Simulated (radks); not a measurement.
Spherical jellium clusters: N electrons in a uniform positive sphere of charge N and radius rs N^(1/3), rs = 4.28 bohr. Method: non-relativistic Kohn-Sham, LDA (Slater exchange, Perdew-Wang correlation), spin-polarised, spherical densities; computed with a radial shooting solver with Libxc functionals. Levels are named by radial order and angular momentum (1s, 1p, 1d, 2s, ...), and open shells are averaged over m.

N = 22, configuration 1s2 1p6 1d10 2s2 1f(up 2, down 0). This is the lowest configuration that the search found. Occupied and some empty levels:

level,occupation,eigenvalue (eV),<r> (bohr)
1s up,1,-4.7206,7.685
1s down,1,-4.6442,7.537
1p up,3,-4.1267,8.845
1p down,3,-4.0255,8.779
1d up,5,-3.3317,9.692
1d down,5,-3.2179,9.672
2s up,1,-2.7914,7.760
2s down,1,-2.7388,7.839
1f up,2,-2.3798,10.45
1f down,0,-2.2622,10.47
2p up,0,-1.7207,9.602
2p down,0,-1.6650,9.648
1g up,0,-1.3128,11.25
1g down,0,-1.1990,11.31
2d up,0,-0.75067,12.05
2d down,0,-0.69707,12.18

Energy (eV): total -41.0614, kinetic 33.741, external -1303.7, Hartree 645.79, exchange-correlation -75.793, background 658.91.
